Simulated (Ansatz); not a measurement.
Calculated with Ansatz (gas phase, PBE0-D4/def2-TZVP geometries, no zero-point term in ΔE). CBS: MP2 limit from def2 TZ/QZ plus the TZ coupled-cluster correction, frozen cores. DFT in def2-TZVPP. B3LYP here is the variant with VWN-RPA as its local correlation; programs differ in this. For Ge outer-core shells are correlated without core-valence functions, which leaves a few kJ/mol of doubt a bond. Scalar relativity is left out up to krypton. Each species was taken in one conformer, which may not be the lowest.

Reaction (isomerisation): `CO[SiH](O)[GeH2][OH]` → `C[SiH](O)[O][GeH2][OH]`

`CO[SiH](O)[GeH2][OH]`:

Cartesian coordinates in Å:
```
C -0.783 2.084 1.484
O -0.802 1.021 0.554
Si 0.233 -0.246 0.601
O 1.790 0.125 0.249
Ge -0.392 -1.681 -1.195
O 1.068 -1.321 -2.200
H -1.725 2.628 1.402
H 0.042 2.771 1.273
H -0.679 1.716 2.511
H 0.227 -0.806 1.977
H 2.034 -0.047 -0.669
H -1.651 -1.307 -2.004
H -0.432 -3.200 -0.919
H 1.071 -1.740 -3.063
```

`C[SiH](O)[O][GeH2][OH]`:

```xyz
14

C    -1.737    0.943    0.489
Si   -0.725   -0.598    0.630
O     0.527   -0.245    1.667
O    -0.121   -1.059   -0.817
Ge    1.355   -0.450   -1.598
O     1.828    1.045   -0.776
H    -2.548    0.808   -0.229
H    -2.171    1.218    1.453
H    -1.110    1.770    0.145
H    -1.492   -1.750    1.171
H     0.890   -0.976    2.169
H     2.424   -1.546   -1.441
H     1.033   -0.073   -3.044
H     1.846    0.915    0.180
```

```tsv
level	ΔE (kcal/mol)
r2SCAN-D4	-38.2
r2SCAN	-38.0
B3LYP	-35.3
SCS-MP2/def2-TZVPP	-40.8
CCSD(T)/def2-TZVPP	-39.5
MP2/def2-QZVPP	-41.5
HF/CBS(def2)	-40.7
CCSD/CBS(def2)	-38.9
```

(1) What does CCSD(T)/CBS give? (An estimate is asked.)

Largest T1 diagnostic among the species: 0.012.

Results:

(1) The calculation gave: -38.9 kcal/mol. The listed levels differ from it by 0.7, 0.9, 3.6, -1.9, -0.6, -2.6, -1.8, 0.0 kcal/mol.

From PBE to PBE0 (25 % exact exchange), in def2-TZVPP and without D4, ΔE moves by −2.2 kcal/mol. The D4 term adds −1.0 kcal/mol with B3LYP and −0.6 kcal/mol with PBE0; it sums over pairs of atoms, weighted by their polarisabilities, and B3LYP, whose exchange is more repulsive, gets the larger term.
